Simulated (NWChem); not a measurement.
# ZnCl cation; SMILES [Cl][Zn+]

```xyz
2

Zn     0.0000     0.0000    -0.7487
Cl     0.0000     0.0000     1.3212
```
Atoms are numbered in this order, from 1.

Program: NWChem. Coordinates come from a PBE0/def2-SVP optimisation. B3LYP is NWChem's, with the RPA form of VWN correlation.

For level B3LYP/def2-SVP:

* **highest occupied level (eV)**: -14.57
* **orbital gap (eV)**: 3.21

What are these values for level LC-BLYP (range parameter 0.33 per bohr)/def2-SVP?

The highest occupied level (eV) comes out as -17.09. The orbital gap (eV) comes out as 7.83.
